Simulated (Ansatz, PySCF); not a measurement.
Dimer: HF (SMILES F) (first 2 atoms) with SO2 (SMILES O=S=O); geometry from B3LYP-D3(BJ)/def2-TZVP, rigid monomers moved along the line of their centres of mass till H2···O3 is 1.67 Å.
(charge 0, multiplicity 1):
```tsv
atom	x (Å)	y (Å)	z (Å)
F	0.3508	0.5070	-0.6568
H	0.0840	0.7241	0.2106
O	-0.3031	0.7017	1.8316
S	-0.1615	-0.5314	2.5740
O	-0.5022	-0.5159	3.9667
```

Interaction energies are E(AB) − E(A) − E(B) at the monomers' geometry in the complex; basis-set methods are counterpoise corrected. Rows marked so take none.

Cores are frozen in the correlated methods. Rows in 3-21G carry no dispersion term and start afresh at each structure.

Programs: Ansatz (a first-principles code) with Gaussian orbitals; PySCF for 3-21G rows. Values without a source in brackets are computed.

Q: What interaction energy does HF/aug-cc-pV(T+d)Z give?

A: -10 kJ/mol

Q: What interaction energy does CCSD(T)/aug-cc-pV(T+d)Z give?

A: -14 kJ/mol

Q: Predict the interaction energy from B3LYP/3-21G (no counterpoise).

A: -39 kJ/mol
